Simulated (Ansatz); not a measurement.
Reaction (redistribution): `BO[SiH2]C#C` + `O[CH2][AlH][Cl]` → `C#C[SiH2][AlH][Cl]` + `BOCO`

Gas-phase electronic energies from Ansatz, PBE0-D4/def2-TZVP geometries. CCSD(T)/CBS is the MP2 limit (def2-TZVPP, def2-QZVPP) plus CCSD(T) − MP2 in def2-TZVPP, frozen cores. One conformer a species, not always the lowest.

```tsv
species	CCSD/def2-TZVPP energy (Eh)
`BO[SiH2]C#C`	-468.02706
`O[CH2][AlH][Cl]`	-817.31598
`C#C[SiH2][AlH][Cl]`	-1069.22112
`BOCO`	-216.08253
```

Q: Work out ΔE.

A: ΔE = (-1069.22112) + (-216.08253) − (-468.02706) − (-817.31598) = 0.03939 Eh = +24.7 kcal/mol. CCSD(T)/CBS gives +25.8 kcal/mol.

Largest T1 diagnostic among the species: 0.014.

Leaving LDA and LC-ωPBE aside and taking each functional with its dispersion term where it has one, the values, not all of them listed here, spread over 6.7 kcal/mol, from PBE-D4 to ωB97M-V. From PBE to PBE0 (25 % exact exchange), in def2-TZVPP and without D4, ΔE moves by +1.3 kcal/mol.
